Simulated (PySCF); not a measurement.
**Identify the compound**

The spectra below were simulated for a compound C5H12O2Si2.

1H NMR (500 MHz, computed): δ 4.62 (s, 1H), 4.23 (s, 3H), 4.12 (m, 1H), 1.97 (br s, 1H), 1.42 (d, 3H), 1.24 (d, 3H).

13C{1H} NMR (computed): δ 124.1 (C), 106.4 (C), 66.7 (CH), 27.7 (CH3), 26.9 (CH3).

- coordinates at the GFN2-xTB level
- PBE0/pcSseg-1 with gauge-including orbitals
- program: PySCF 2.14
- relativity neglected, equivalent nuclei averaged, gas phase, one conformer

δ = σ(ref) − σ, references computed at the same level: 1H (σ = 31.72 ppm) and 13C (σ = 186.93 ppm) vs TMS.

Choose the structure that fits.
A. C=CO[Si@](O)([SiH3])C(=C)C
B. OCCC1=C(CO)[SiH2][SiH2]1
C. C[SiH](C)/C=C/C(=O)O[SiH3]
D. CC(C)O[Si@H](O)C#C[SiH3]
E. C=C[Si@@H](OC)C(=C)O[SiH3]

## Answers

D. 

- Rings plus π bonds: 2 (no ring in the answer).
- 5 carbon signals for 5 carbons: no two carbons are equivalent.
- Carbon types of the structure: 2 × C, 1 × CH, 2 × CH3, leaving 5 H on heteroatoms.
- δC 124.1, 106.4: alkyne carbon.
- δC 66.7: sp3 CH bonded to O; deshielded by the electronegative neighbour.
- δC 27.7, 26.9: methyl carbon; a saturated carbon with 1 carbon neighbour and no heteroatom attached.
- δH 4.12: hydrogen on an sp3 CH bonded to O; its carbon carries O, hence the downfield position.
- δH 1.97: hydrogen on an oxygen bonded to Si; exchangeable; this is the value without hydrogen bonding to other molecules.

The others: OCCC1=C(CO)[SiH2][SiH2]1 has carbons computed at 183.2, 174.3, 62.9, 62.1, 41.2, with a different DEPT pattern; C=CO[Si@](O)([SiH3])C(=C)C would give 7 signals for carbon-bound and other non-exchanging H, not 5; C[SiH](C)/C=C/C(=O)O[SiH3] would give 4 carbon signals, not 5; C=C[Si@@H](OC)C(=C)O[SiH3] would give 8 signals for carbon-bound and other non-exchanging H, not 5.

The OH or NH signal is concentration- and solvent-dependent in practice; the value given is the gas-phase one. Shifts are as computed. Against solution values, carbons near 30 ppm lie about +3 ppm off and those near 130 ppm about +5 ppm. Of 1211 compounds with measured shifts, 218 miss one by over three times the rms of a fit or turn the order of signals round; such compounds aren't used in these exercises. Multiplicities follow the n + 1 count of equivalent neighbours, as no J values were calculated; m marks all less simple cases, F and P coupling included.
